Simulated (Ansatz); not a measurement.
`CC(=O)O[SiH2]F` + CH₃OH → `CO[SiH2]OC(C)=O` + H–F  (ligand exchange at the Si–F bond)

Program: Ansatz. Geometries: PBE0-D4/def2-TZVP. ΔE: electronic, gas phase. CCSD(T)/CBS adds triple-zeta CCSD(T) − MP2 to the extrapolated MP2 energy (def2 sets, frozen cores). This one scheme is used for every species. DFT in def2-TZVPP. B3LYP here is the variant with VWN-RPA as its local correlation; programs differ in this. One conformer a species, not always the lowest.

`CC(=O)O[SiH2]F`:

```xyz
11

C    -0.615   -1.852    0.207
C    -0.035   -0.493    0.402
O     0.492   -0.087    1.410
O    -0.139    0.300   -0.671
Si    0.532    1.826   -0.404
F     0.284    2.553   -1.798
H    -0.502   -2.439    1.115
H    -0.114   -2.346   -0.628
H    -1.671   -1.764   -0.058
H    -0.219    2.564    0.625
H     1.987    1.738   -0.198
```

CH₃OH:

Z-matrix (Å, degrees):
```
C
O 1 1.409
H 1 1.097 2 112.4
H 1 1.090 2 107.0 3 -118.5
H 1 1.097 2 112.4 3 123.0
H 2 0.959 1 108.5 3 -61.6
```

`CO[SiH2]OC(C)=O`:

Cartesian coordinates in Å:
```
C -2.284 -0.357 -1.595
O -0.942 -0.603 -1.953
Si 0.219 -1.025 -0.892
O 0.413 0.318 0.124
C 1.361 0.205 1.062
C 1.471 1.411 1.937
O 2.035 -0.789 1.156
H -2.888 -0.368 -2.504
H -2.387 0.621 -1.116
H -2.667 -1.125 -0.913
H 1.438 -1.267 -1.680
H -0.229 -2.166 -0.060
H 1.682 2.290 1.324
H 0.518 1.588 2.438
H 2.260 1.266 2.671
```

H–F:

Z-matrix (Å, degrees):
```
F
H 1 0.920
```

```json
{"level": "r2SCAN-D4", "ΔE (kJ/mol)": "41.4"}
{"level": "B3LYP", "ΔE (kJ/mol)": "45.5"}
{"level": "HF/CBS(def2)", "ΔE (kJ/mol)": "47.9"}
{"level": "MP2/CBS(def2)", "ΔE (kJ/mol)": "34.2"}
```

(1) What does CCSD(T)/CBS give? (Estimate.)

Largest T1 diagnostic among the species: 0.014.

## Answers

(1) Computed: +36.3 kJ/mol. The listed levels differ from it by 5.1, 9.2, 11.6, -2.1 kJ/mol.

In def2-TZVPP, CCSD(T) changes the Hartree–Fock value by −10.6 kJ/mol (the triples alone add −1.7 kJ/mol) and MP2 by −12.8 kJ/mol. The D4 term adds −8.3 kJ/mol with B3LYP and −4.8 kJ/mol with PBE0; it sums over pairs of atoms, weighted by their polarisabilities, and B3LYP, whose exchange is more repulsive, gets the larger term.
